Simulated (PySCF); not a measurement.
C2H9ClSi3, SMILES C=C(Cl)[SiH2][SiH2][SiH3].

Coordinates come from a B3LYP-D3(BJ)/def2-SVP optimisation. This is a generated structure with no PubChem entry under its InChIKey; it may be hypothetical. One conformer was computed; it need not be the lowest.

All values below come from B3LYP-D3(BJ)/def2-SVP (PySCF 2.14.0).

Frequencies are harmonic and unscaled.

| mode | ν (cm⁻¹) | IR (km/mol) | moving atoms (share of kinetic energy) |
|---|---|---|---|
| 1 | 22 | 0.2 | Si 35 %, C 24 %, Cl 22 %, H 19 % |
| 2 | 66 | 1.1 | Si 38 %, Cl 25 %, H 21 %, C 16 % |
| 3 | 88 | 0.4 | Si 50 %, Cl 22 %, H 16 %, C 13 % |
| 4 | 119 | 1.3 | Si 61 %, H 18 %, Cl 16 % |
| 5 | 165 | 0.0 | H 91 % |
| 6 | 215 | 1.6 | H 28 %, Si 26 %, Cl 23 %, C 23 % |
| 7 | 324 | 13.0 | H 45 %, Si 24 %, C 23 %, Cl 8 % |
| 8 | 333 | 8.4 | H 59 %, C 22 %, Si 16 % |
| 9 | 378 | 2.5 | Si 49 %, H 24 %, C 24 % |
| 10 | 398 | 3.8 | Si 38 %, C 32 %, H 27 % |
| 11 | 435 | 8.4 | H 84 %, Si 14 % |
| 12 | 461 | 10.6 | Si 68 %, H 26 % |
| 13 | 522 | 2.9 | H 74 %, Si 20 % |
| 14 | 535 | 10.7 | C 34 %, Cl 29 %, Si 20 %, H 18 % |
| 15 | 568 | 10.4 | H 66 %, Si 25 %, C 8 % |
| 16 | 678 | 25.9 | H 85 %, C 8 % |
| 17 | 698 | 46.2 | H 86 %, Si 10 % |
| 18 | 710 | 36.8 | H 94 % |
| 19 | 733 | 189.0 | H 91 % |
| 20 | 773 | 18.5 | C 48 %, H 39 % |
| 21 | 808 | 169.3 | H 79 %, Si 15 % |
| 22 | 883 | 225.6 | H 91 %, Si 9 % |
| 23 | 917 | 40.7 | H 96 % |
| 24 | 928 | 22.0 | H 75 %, C 25 % |
| 25 | 932 | 72.7 | H 94 % |
| 26 | 945 | 70.1 | H 97 % |
| 27 | 952 | 44.8 | H 97 % |
| 28 | 1095 | 17.6 | C 52 %, H 46 % |
| 29 | 1388 | 8.8 | H 86 %, C 14 % |
| 30 | 1665 | 13.2 | C 89 %, H 11 % |
| 31 | 2187 | 54.5 | H 98 % |
| 32 | 2197 | 43.7 | H 96 % |
| 33 | 2204 | 152.2 | H 97 % |
| 34 | 2210 | 93.4 | H 97 % |
| 35 | 2221 | 30.5 | H 96 % |
| 36 | 2224 | 120.9 | H 97 % |
| 37 | 2238 | 98.1 | H 96 % |
| 38 | 3137 | 0.4 | H 95 % |
| 39 | 3237 | 0.3 | H 89 %, C 11 % |
